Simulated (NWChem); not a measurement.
The numbers come from NWChem runs, not from measurements. System: dimethyl telluride (C$_{2}$H$_{6}$Te), charge 0, spin multiplicity 1, at a geometry optimised with PBE/def2-SVP with def2 effective core potentials on Te. Level: r2SCAN/def2-TZVP with def2 effective core potentials on Te.

Job file:

```
start mol
memory heap 200 mb stack 900 mb global 1100 mb
geometry units angstroms nocenter noautoz
  C     -1.595097     0.000000    -1.080091
  Te     0.000000     0.000000     0.400622
  C      1.595097     0.000000    -1.080091
  H     -1.529712    -0.909867    -1.704715
  H     -2.552823     0.000000    -0.526197
  H     -1.529712     0.909867    -1.704715
  H      1.529712    -0.909867    -1.704715
  H      2.552823     0.000000    -0.526197
  H      1.529712     0.909867    -1.704715
  symmetry group C2v
end
basis spherical
  * library def2-tzvp
end
ecp
  Te library def2-ecp
end
dft
  xc r2scan
  semidirect memsize 60000000 filesize 0
  iterations 100
  grid fine
end
task dft energy
```

Output (cleaned and shortened):

```
             Northwest Computational Chemistry Package (NWChem) 7.3.0
             --------------------------------------------------------

                                NWChem Input Module
                                -------------------

 Scaling coordinates for geometry "geometry" by  1.889725989
 (inverse scale =  0.529177249)

 Turning off AUTOSYM since
 SYMMETRY directive was detected!

                             Geometry "geometry" -> ""
                             -------------------------

 Output coordinates in angstroms (scale by  1.889725989 to convert to a.u.)

  No.       Tag          Charge          X              Y              Z
 ---- ---------------- ---------- -------------- -------------- --------------
    1 C                    6.0000    -1.59509700     0.00000000    -1.08009100
    2 Te                  52.0000     0.00000000     0.00000000     0.40062200
    3 C                    6.0000     1.59509700     0.00000000    -1.08009100
    4 H                    1.0000    -1.52971200    -0.90986700    -1.70471500
    5 H                    1.0000    -2.55282300     0.00000000    -0.52619700
    6 H                    1.0000    -1.52971200     0.90986700    -1.70471500
    7 H                    1.0000     1.52971200    -0.90986700    -1.70471500
    8 H                    1.0000     2.55282300     0.00000000    -0.52619700
    9 H                    1.0000     1.52971200     0.90986700    -1.70471500

 Effective nuclear repulsion energy (a.u.)     243.4445916606

            Nuclear Dipole moment (a.u.)
            ----------------------------
        X                 Y               Z
 ---------------- ---------------- ----------------
     0.0000000000     0.0000000000    -0.0000037795

      Symmetry information
      --------------------

 Group name             C2v
 Group number             16
 Group order               4
 No. of unique centers     4

      Symmetry unique atoms

     1    2    4    5


 Summary of "ao basis" -> "" (spherical)
 ------------------------------------------------------------------------------
       Tag                 Description            Shells   Functions and Types
[...]
 Vector   21  Occ=2.000000D+00  E=-1.790344D-01  Symmetry=b2
              MO Center=  4.0D-15,  2.8D-15,  3.1D-01, r^2= 2.7D+00
   Bfn.  Coefficient  Atom+Function         Bfn.  Coefficient  Atom+Function
  ----- ------------  ---------------      ----- ------------  ---------------
    48      0.523348  2 Te py                42     -0.424003  2 Te py
    45      0.353901  2 Te py                51      0.323581  2 Te py
   115      0.076382  4 H  s                127     -0.076382  6 H  s
   133      0.076382  7 H  s                145     -0.076382  9 H  s
    39     -0.067997  2 Te py               114      0.059953  4 H  s

 Vector   22  Occ=0.000000D+00  E=-4.134904D-02  Symmetry=b1
              MO Center= -3.7D-14,  1.1D-15,  2.0D-01, r^2= 4.5D+00
   Bfn.  Coefficient  Atom+Function         Bfn.  Coefficient  Atom+Function
  ----- ------------  ---------------      ----- ------------  ---------------
    50      0.729506  2 Te px                 5      0.660840  1 C  s
    86     -0.660840  3 C  s                 47      0.505963  2 Te px
    41     -0.290014  2 Te px                44      0.232134  2 Te px
    14      0.217236  1 C  pz                95     -0.217236  3 C  pz
    12      0.199353  1 C  px                93      0.199353  3 C  px

 Vector   23  Occ=0.000000D+00  E=-3.095794D-03  Symmetry=a1
              MO Center= -1.9D-14, -3.1D-15, -1.0D-01, r^2= 5.2D+00
   Bfn.  Coefficient  Atom+Function         Bfn.  Coefficient  Atom+Function
  ----- ------------  ---------------      ----- ------------  ---------------
    37      0.950824  2 Te s                  5     -0.750506  1 C  s
    86     -0.750506  3 C  s                 52     -0.719918  2 Te pz
    49     -0.480278  2 Te pz                12     -0.339226  1 C  px
    93      0.339226  3 C  px                33      0.262714  2 Te s
    43      0.246621  2 Te pz                34     -0.241102  2 Te s

 Vector   24  Occ=0.000000D+00  E= 4.748512D-02  Symmetry=a1
              MO Center=  3.3D-13, -1.0D-14, -1.1D+00, r^2= 7.7D+00
   Bfn.  Coefficient  Atom+Function         Bfn.  Coefficient  Atom+Function
  ----- ------------  ---------------      ----- ------------  ---------------
     5      1.694880  1 C  s                 86      1.694880  3 C  s
   115     -1.009843  4 H  s                127     -1.009843  6 H  s
   133     -1.009843  7 H  s                145     -1.009843  9 H  s
   121     -0.918698  5 H  s                139     -0.918698  8 H  s
    12     -0.475623  1 C  px                93      0.475623  3 C  px

 center of mass
 --------------
 x =   0.00000000 y =   0.00000000 z =   0.21488218

 moments of inertia (a.u.)
 ------------------
         222.800397854312           0.000000000000          -0.000000000000
           0.000000000000         509.541866014333           0.000000000000
          -0.000000000000           0.000000000000         310.577206733226

     Multipole analysis of the density
     ---------------------------------

     L   x y z        total         alpha         beta         nuclear
     -   - - -        -----         -----         ----         -------
     0   0 0 0     -0.000000    -21.000000    -21.000000     42.000000

     1   1 0 0     -0.000000     -0.000000     -0.000000      0.000000
     1   0 1 0      0.000000      0.000000      0.000000      0.000000
     1   0 0 1     -0.517849     10.339999     10.339999    -21.197846

     2   2 0 0    -27.703395   -108.352592   -108.352592    189.001789
     2   1 1 0     -0.000000     -0.000000     -0.000000      0.000000
     2   1 0 1      0.000000      0.000000      0.000000     -0.000000
     2   0 2 0    -32.304820    -22.065078    -22.065078     11.825336
     2   0 1 1     -0.000000     -0.000000     -0.000000      0.000000
     2   0 0 2    -29.691323    -68.463567    -68.463567    107.235812

 Task  times  cpu:       10.7s     wall:       10.7s

 Total times  cpu:       10.8s     wall:       10.8s
```
